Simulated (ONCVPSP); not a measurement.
## calcium (Ca) ONCV: all-electron and pseudo phase curves

```json
{"Element": "calcium", "Generator": "ONCVPSP 4.0.1", "Type": "optimised norm-conserving Vanderbilt (ONCV)", "Functional": "PBE", "Relativity": "scalar-relativistic", "Frozen core": "[Ne]", "Valence charge": "10", "Reference configuration": "3s2 3p6 (charge +2)", "Partial waves": "3s: rc 1.55 bohr, ncon 4, nbas 8, qcut 7.7 1/bohr, 1 projector; 3p: rc 1.75 bohr, ncon 3, nbas 6, qcut 9.3 1/bohr, 1 projector; d scattering state at 0.29 Ha: rc 1.50 bohr, ncon 4, nbas 7, qcut 6.5 1/bohr, 1 projector", "Local potential": "polynomial inside 1.10 bohr (lpopt 5, dvloc0 0 Ha)", "Core correction": "Teter function, fcfact 4, rcfact 1.35"}
```

In the d channel the program set the typed energies aside and used 0.050 Ha.

The phase is arctan(r·R′/R) of the radial function R(r), unwrapped; energies in Ha, scanned from -4 to 5 Ha. A pole is an energy at which the radial function vanishes at the test radius. The pseudo phase is shifted by a multiple of π to meet the all-electron one at the reference energy, and phase errors are pseudo minus all-electron; the curves can meet again beyond the range given. Levels narrower than the energy grid can be missing from the lists of poles.

Question: For each channel, where are the poles, and over which energies does the pseudopotential scatter like the atom?

Answer:

```
channel  radius (bohr)  reference energy (Ha)  poles, all-electron  poles, pseudo  unbroken range about the reference energy with phases within 0.05 rad  phase error 1 Ha above the reference energy (rad)
      s           1.57                  -2.29                -1.31    -1.34, 3.25                                                              below 0.0                                             -0.006
      p           1.77                  -1.58                -0.94    -0.94, 4.99                                                              below 0.7                                             -0.003
      d           1.53                   0.05                 0.80           0.82                                                              below 2.0                                             +0.009
```

Phases in the p channel:

| E (Ha) | all-electron | pseudo |
| --- | --- | --- |
| -3.98 | 1.219 | 1.218 |
| -3.50 | 1.150 | 1.149 |
| -3.02 | 1.024 | 1.022 |
| -2.54 | 0.708 | 0.705 |
| -2.06 | -0.332 | -0.335 |
| -1.58 | -1.234 | -1.234 |
| -1.10 | -1.516 | -1.517 |
| -0.62 | -1.658 | -1.661 |
| -0.14 | -1.771 | -1.779 |
| 0.34 | -1.902 | -1.923 |
| 0.82 | -2.111 | -2.174 |
| 1.30 | -2.568 | -2.788 |
| 1.78 | -3.465 | -3.763 |
| 2.26 | -4.083 | -4.234 |
| 2.74 | -4.339 | -4.428 |
| 3.22 | -4.467 | -4.531 |
| 3.70 | -4.544 | -4.598 |
| 4.18 | -4.597 | -4.647 |
| 4.66 | -4.636 | -4.687 |
